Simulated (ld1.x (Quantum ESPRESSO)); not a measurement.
## nitrogen: one change to an RRKJ potential, before and after

* Element: nitrogen (N)
* Generator: ld1.x (Quantum ESPRESSO) 7.5
* Type: norm-conserving RRKJ (Kleinman–Bylander form)
* Functional: PBE
* Relativity: scalar-relativistic
* Frozen core: [He]
* Valence charge: 5
* Reference configuration: 2s2 2p2.5 (charge +0.5)
* Partial waves: 2s (bound): rc 0.75 bohr; 2p (bound): rc 1.10 bohr; 3d channel at 0.3 Ry: rc 1.15 bohr
* Local potential: all-electron potential smoothed inside 0.70 bohr (lloc = -1)
* Core correction: Bessel-smoothed model core inside 0.55 bohr

All-electron outer shells of the reference configuration (PBE, scalar-relativistic, ld1.x):

```csv
shell,level (eV),outermost node (bohr),outermost maximum (bohr)
2s,-25.12,0.32,1.00
2p,-13.44,–,0.94
```

Change: core correction none.

Cutoffs: the cutoffs (Ry, on a coarse ladder) from which the occupation-weighted sum of valence levels, in a spherical-Bessel basis at the reference potential, stays within 10 and 1 mRy of its value at 400 Ry; they do not see the model core or the augmentation charge, which bear on the density cutoff. Errors are all-electron minus pseudo energies relative to the spin-unpolarised reference configuration.

What does the change do?

The potential gets neither clearly harder nor softer (90 Ry and 160 Ry → 90 Ry and 160 Ry); of the 7 tests that both files solve, the error grows in 4 and shrinks in 0 by more than 15 % and 0.3 meV (median size 40.9 → 42.9 meV); neither file shows a bound ghost. Exchange and correlation are not linear in the density, so unscreening with the valence charge alone errs where core and valence overlap; a model core restores that term.

| quantity | base | changed |
| --- | --- | --- |
| cutoff, loose | 90 Ry | 90 Ry |
| cutoff, tight | 160 Ry | 160 Ry |
| bound ghosts | none | none |
| error for 2s2 2p3, meV [ΔE -5.09 eV] | +1.0 | +1.1 |
| error for 2s2 2p2, meV [ΔE 8.50 eV] | +1.8 | +2.3 |
| error for 2s2 2p1, meV [ΔE 37.35 eV] | +44 | +57 |
| error for 2s0 2p5, meV [ΔE 17.95 eV] | +41 | +43 |
| error for 2s2 2p3.3, meV [ΔE -6.71 eV] | +1.6 | +1.8 |
| error for 2s2 2p0, meV [ΔE 84.43 eV] | +254 | +371 |
| error for 2s1 2p0, meV [ΔE 162.25 eV] | +489 | +701 |
| s: phases at 1.25 bohr within 0.05 rad from the reference energy up to (Ry; the scan ends near 5) | to the end of the scan | to the end of the scan |
| p: phases at 1.25 bohr within 0.05 rad from the reference energy up to (Ry; the scan ends near 5) | to the end of the scan | to the end of the scan |
| d: phases at 1.25 bohr within 0.05 rad from the reference energy up to (Ry; the scan ends near 5) | to the end of the scan | to the end of the scan |
